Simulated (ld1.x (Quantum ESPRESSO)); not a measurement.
**bromine (Br), RRKJ: configuration errors across variants**

Br (Z = 35), norm-conserving RRKJ (Kleinman–Bylander form), made with ld1.x (Quantum ESPRESSO) 7.5 (PBE, scalar-relativistic). Core [Ar], reference 3d10 4s1.5 4p5.5. Waves: 4p (bound): rc 1.45 bohr; 3d (bound): rc 0.95 bohr; 4s (bound): rc 1.25 bohr. Local part: the s channel. Core correction: none.

All-electron excitation energies from the reference (eV): (1) 3d10 4s2 4p5 -6.162; (2) 3d10 4s2 4p4 6.392; (3) 3d10 4s2 4p3 29.153; (4) 3d9 4s2 4p6 58.149; (5) 3d10 4s2 4p5.3 -8.125; (6) 3d10 4s2 4p2 63.135; (7) 3d10 4s2 4p4.5 -1.087.

A true bound ghost makes a file unfit for plane-wave use even where its test errors are small: the radial tests pick states by their node count and pass the ghost by.

Errors AE − PS in meV (a dash: test not solved or not reliable):

```csv
change,(1),(2),(3),(4),(5),(6),(7),bound ghosts
base,-0.4,-5.0,-16,-963,-0.3,-24,-1.8,none
"all radii scaled by about 0.77 (s 0.96, p 1.12, d 0.74 bohr)",-2.6,-10,-37,-434,-4.0,-55,-3.7,p
"all radii scaled by about 0.93 (s 1.16, p 1.36, d 0.88 bohr)",-0.9,-7.5,-35,-1212,-2.1,-69,-1.8,p
"all radii scaled by about 1.05 (s 1.32, p 1.52, d 1.00 bohr)",-0.6,-4.7,-12,-828,-0.2,-12,-2.0,none
"all radii scaled by about 1.12 (s 1.40, p 1.62, d 1.06 bohr)",-0.9,-4.6,-9.0,-576,-0.5,-2.8,-2.4,none
"all radii scaled by about 1.23 (s 1.54, p 1.78, d 1.16 bohr)",-1.3,-4.9,-8.7,-236,-0.9,+0.2,-2.7,none
"all radii scaled by about 1.31 (s 1.64, p 1.90, d 1.24 bohr)",-1.8,-5.8,-13,+185,-1.8,-8.3,-3.1,none
"all radii scaled by about 1.35 (s 1.70, p 1.96, d 1.28 bohr)",-2.1,-6.6,-17,+331,-2.3,-18,-3.2,none
```

(1) Give the same row for: all radii scaled by about 0.84 (s 1.04, p 1.22, d 0.80 bohr).

Results:

(1) -2.3, -10, -53, -1460, -5.8, -104, -1.8; bound ghosts: p.
